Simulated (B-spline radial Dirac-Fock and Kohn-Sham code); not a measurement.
## What relativity does to the binding energies of Hf⁴⁰⁺

System: hafnium as Hf⁴⁰⁺, 1s2 2s2 2p6 3s2 3p6 3d10 4s2 4p2.

Both columns are ΔSCF binding energies of the configuration average from a radial finite-basis atomic code: non-relativistic Hartree-Fock with a point nucleus, and Dirac-Fock with a finite nucleus and the Coulomb interaction alone, averaged over the two j levels with weights 2j+1.

```
shell  Hartree-Fock (eV)  Dirac-Fock (eV)  shift (eV)  shift (%)
   1s            62527.1          67558.4    +5031.34      +8.05
   2s            11850.7          13190.7    +1340.02     +11.31
   2p            11407.1          11858.6     +451.47      +3.96
   3s             4052.4           4399.4     +347.09      +8.57
   3p             3850.6           3986.3     +135.76      +3.53
   3d             3487.8           3481.6       -6.17      -0.18
   4s             1941.4           2060.0     +118.62      +6.11
   4p             1861.6           1911.7      +50.05      +2.69
```

Relativity binds 1s, 2s, 2p, 3s, 3p, 4s, 4p more strongly, among those listed most of all 2s in relative terms, and 3d more weakly, because the contracted s and p shells screen the nucleus better.

Values without a named source are computed, but for edge energies of neutral atoms, which are taken from tables.
